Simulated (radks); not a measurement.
Results of a calculation; reference values are marked as such.
Ionisation of Ru2+, [Kr] 4d6, to Ru3+, [Kr] 4d5, under several functionals. Dirac Kohn-Sham, spin-unpolarised, spherical densities, finite nucleus; open shells fill j = l - 1/2 first; a radial shooting solver on a logarithmic mesh with Libxc functionals.

functional	E(Ru2+) (hartree)	Exc (hartree)	IE (eV)	-e(HOMO) (eV)	<r> HOMO (bohr)	IE error (eV)
LDA (Slater exchange, VWN5 correlation)	-4526.07225	-128.54769	30.618	24.162	1.536	+2.148
BLYP	-4531.10493	-133.64237	30.284	23.832	1.541	+1.814
LDA (Slater exchange, Perdew-Zunger correlation)	-4526.05281	-128.52749	30.610	24.156	1.537	+2.140
Wu-Cohen GGA	-4529.89516	-132.43378	30.383	23.918	1.532	+1.913
OLYP	-4532.39441	-135.05345	30.418	23.901	1.525	+1.948
BP86	-4531.47774	-134.03440	30.475	24.020	1.532	+2.005
exchange-only LDA	-4522.03207	-124.44638	29.094	22.698	1.549	+0.624
PW91	-4531.30088	-133.85817	30.458	23.989	1.534	+1.988
XLYP	-4531.56704	-134.10992	30.320	23.867	1.542	+1.850

NIST Atomic Spectra Database: 28.470 eV (semi-empirical). Closest: exchange-only LDA. The Delta-SCF values span 1.52 eV, the total energies 10.36 hartree. The highest occupied level is 4d5/2. Spin polarisation and multiplet splitting are left out, so open shells lie too high by an amount that depends on their filling.

Beside tabulated values, note that spin-unpolarised runs miss the spin-polarisation part of the exchange energy of open shells.
